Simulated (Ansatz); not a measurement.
Calculated with Ansatz (gas phase, PBE0-D4/def2-TZVP geometries, no zero-point term in ΔE). CCSD(T)/CBS is the MP2 limit (def2-TZVPP, def2-QZVPP) plus CCSD(T) − MP2 in def2-TZVPP, frozen cores. Elements past krypton have def2 core potentials. For Sn outer-core shells are correlated without core-valence functions, which leaves a few kJ/mol of doubt a bond. Each species was taken in one conformer, which may not be the lowest.

Reaction (substitution at a C–C bond): `CCCCCO` + `[CH3][SnH]([OH])[F]` → `CC[O][SnH]([CH3])[F]` + `CCCO`

```json
{"species": "`CCCCCO`", "HF/def2-QZVPP energy (Eh)": "-271.30557"}
{"species": "`[CH3][SnH]([OH])[F]`", "HF/def2-QZVPP energy (Eh)": "-428.58974"}
{"species": "`CC[O][SnH]([CH3])[F]`", "HF/def2-QZVPP energy (Eh)": "-506.67616"}
{"species": "`CCCO`", "HF/def2-QZVPP energy (Eh)": "-193.20697"}
```

Question: Work out ΔE.

Answer: ΔE = (-506.67616) + (-193.20697) − (-271.30557) − (-428.58974) = 0.01218 Eh = +32.0 kJ/mol. CCSD(T)/CBS gives +42.6 kJ/mol.

Largest T1 diagnostic among the species: 0.013.

In def2-TZVPP, CCSD(T) changes the Hartree–Fock value by +9.4 kJ/mol (the triples alone add +0.1 kJ/mol) and MP2 by +14.7 kJ/mol.
